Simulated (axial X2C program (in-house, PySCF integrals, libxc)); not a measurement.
**SrF⁻: cheaper levels and CCSD(T), 2c**

Computed with an in-house relativistic program for diatomic molecules. Two-component (2c) means X2C with spin–orbit coupling and atomic mean-field two-electron Coulomb and Gaunt terms. Basis: Sr dyall-acv3z [14s13p9d6f1g], F dyall-av3z [7s6p3d2f] (cores contracted in-house); Gaussian nuclei, density fitting, unrestricted open shells. Masses: Sr 87.906 u, F 18.998 u.

State: Ω = 0 (closed shell); fragments Sr + F-.

| level | Re (Å) | ωe (cm⁻¹) | De (eV) |
| --- | --- | --- | --- |
| PBE0 | 2.119 | 444.3 | 3.21 |
| HF | 2.153 | 438.1 | 3.19 |
| MP2 | 2.184 | 413.9 | 3.03 |
| CCSD | 2.180 | 419.7 | 3.16 |
| TPSS | 2.124 | 444.3 | 3.25 |

Correlated methods: 10 electrons correlated (number of frozen shells: Sr 4 s, 3 p, 1 d; F 1 s), 292 virtual spin orbitals or spinors in MP2, 90 natural virtuals in coupled cluster.

CCSD(T), same Hamiltonian and basis:

Re = 2.184 Å, ωe = 416.4 cm⁻¹, De = 3.12 eV; T1 = 0.022 (Lee–Taylor normalisation).

(1) Give the differences from CCSD(T) in the columns below.

The state is a single determinant with fixed occupations, the lowest that a limited PBE0 search found. Dissociation energies refer to the lowest single-determinant-based atoms at the same level and basis. Coupled cluster ran in a truncated set of natural virtual spinors; the MP2 energy of the rest was added. (T) has no such correction and the atoms are truncated less, which lowers De at CCSD(T) by a hundredth of an eV or more. The outer-core s and p shells of the metal are frozen in the correlated rows, which leaves out core–valence correlation; for alkali and alkaline-earth bonds that tends to lengthen them. The highest occupied level of some functionals is positive through self-interaction error; at Hartree–Fock it is bound. With the outer-core shells frozen, correlated bond lengths of heavy atoms tend to come out a few hundredths of an ångström too long. Hartree–Fock gets electron affinities wrong, so its lowest charge split need not be the true one.

## Answers

(1) 

```
level  ΔRe (Å)  Δωe (cm⁻¹)  ΔDe (eV)
 PBE0   -0.065          28      0.09
   HF   -0.031          22      0.07
  MP2    0.000          -2     -0.09
 CCSD   -0.004           3      0.04
 TPSS   -0.060          28      0.13
```
